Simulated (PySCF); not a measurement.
Electron correlation in Ne+ (neon, charge +1)

[He] 2s2 2p4 3s1, 3s spin antiparallel (an excited configuration). Computed with PySCF 2.14 in aug-cc-pwCVQZ (9s8p6d4f2g, 109 functions), with no relativity, point nucleus. Frozen: nothing; 9 electrons correlated.

MP2 pair energies summed by pair of shells (mhartree):

```tsv
pair	energy	share (%)
2s-2p	-76.31	32.1
2p-2p	-75.86	31.9
1s-1s	-37.40	15.7
1s-2p	-17.85	7.5
2s-2s	-11.38	4.8
2p-3s	-9.51	4.0
1s-2s	-6.44	2.7
2s-3s	-3.05	1.3
1s-3s	-0.27	0.1
```

Total MP2 correlation energy: -238.07 mhartree.

Same-spin part -51.08 and opposite-spin part -186.99 mhartree; SCS-MP2 scales them by 1/3 and 6/5 to -241.41 mhartree.
